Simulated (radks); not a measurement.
The fluorine anion F-, [Ne], held by a Watson sphere: a shell of charge +0.72 at radius R that stands for the Madelung well of a crystal (potential energy -0.72/R inside, -0.72/r outside, in hartree with lengths in bohr). All-electron calculation, non-relativistic Kohn-Sham, LDA (Slater exchange, Perdew-Wang correlation), spin-polarised, spherical densities, point nucleus. Program: a radial shooting solver on a logarithmic mesh with Libxc functionals. Response by self-consistent Sternheimer equations with the Hartree and adiabatic LDA kernel. The sphere does not respond.

R (bohr)  e(1s) (eV)  e(2s) (eV)  e(2p) (eV)  <r> 2p (bohr)  sum of <r^2> (bohr^2)  X-ray form factor at sin(theta)/lambda = 0.1 1/angstrom  alpha (bohr^3)
2.04         -650.61     -23.934      -6.052          1.241                  15.64                                                    8.979           9.592
2.34         -650.30     -23.340      -5.510          1.259                  16.14                                                    8.955           10.95
2.49         -650.13     -23.073      -5.258          1.266                  16.37                                                    8.944           11.65
2.6          -650.01     -22.888      -5.082          1.271                  16.52                                                    8.937           12.16
2.74         -649.85     -22.665      -4.867          1.276                  16.70                                                    8.929           12.82
3.03         -649.52     -22.245      -4.456          1.286                  17.04                                                    8.915           14.18
3.28         -649.25     -21.921      -4.136          1.293                  17.29                                                    8.905           15.34
3.49         -649.04     -21.674      -3.890          1.298                  17.48                                                    8.898           16.30
3.92         -648.63     -21.226      -3.442          1.307                  17.81                                                    8.887           18.21
